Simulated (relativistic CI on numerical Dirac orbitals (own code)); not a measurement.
**Slater and spin-orbit integrals, Hg³⁺**

Computed by Dirac-Coulomb-Breit CI, orbitals from a KLI potential per configuration, QED by a radiative potential, valence Slater integrals scaled by 0.85, P86 correlation energy added to each configuration (own radial code, finite nucleus).

Slater integrals F^k, G^k are unscaled and averaged over j, outside the closed core [Kr] 4d10 4f14 5s2; ζ comes from projecting the Hamiltonian with its Breit term on Σ l·s of the shell.

- 5p⁶5d⁹: ζ(5d) = 5990.3 cm⁻¹; <r>(5d) = 1.383, <r^2>(5d) = 2.209 (bohr units).
- 5p⁶5d⁸6s: F^2(5d,5d) = 76303, F^4(5d,5d) = 50922, ζ(5d) = 6295.3, G^2(5d,6s) = 23833 cm⁻¹; <r>(5d) = 1.363, <r^2>(5d) = 2.143, <r>(6s) = 2.197, <r^2>(6s) = 5.396 (bohr units).
- 5p⁶5d⁸6p: F^2(5d,5d) = 76864, F^4(5d,5d) = 51348, ζ(5d) = 6444.5, F^2(5d,6p) = 30295, G^1(5d,6p) = 12741, G^3(5d,6p) = 10767, ζ(6p) = 11476 cm⁻¹; <r>(5d) = 1.355, <r^2>(5d) = 2.116, <r>(6p) = 2.701, <r^2>(6p) = 8.176 (bohr units).

(1) Give the Racah parameters of the d shell in 5p⁶5d⁸6s.

In this model ζ of a weakly bound d, f or g electron outside closed shells comes out too small, for d by up to a factor of two or three and at times with the wrong sign; that of an outer p electron is too small as well.

Correlation outside the listed configurations is missing or only estimated: errors of thousands of cm⁻¹ between configurations and terms are usual at this charge. Rates and lifetimes follow the computed energies and can be off by large factors. The fine structure of a lone outer electron comes out too small, for d and f at times inverted, and misplaced configurations move strength between like terms.

Averages of the first 10 configurations, taken without configuration mixing, which lowers the lowest level and can move excited configurations by several eV; other configurations of the list can lie among them:

```tsv
Configuration	Parity	States	Average energy above the lowest level (eV)
5p⁶5d⁹	even	10	0.9
5p⁶5d⁸6s	even	90	10.9
5p⁶5d⁸6p	odd	270	21.0
5p⁶5d⁸5f	odd	630	35.4
5p⁶5d⁸6d	even	450	31.7
5p⁶5d⁸7s	even	90	31.6
5p⁶5d⁷6s6p	odd	1440	32.7
5p⁶5d⁸7p	odd	270	35.0
5p⁶5d⁸7d	even	450	39.3
5p⁶5d⁸6f	odd	630	40.7
```

Results:

(1) B = F²/49 − 5F⁴/441 = 980 cm⁻¹ and C = 35F⁴/441 = 4041 cm⁻¹; values fitted to spectra at such low charge are typically 15 to 30 % smaller.
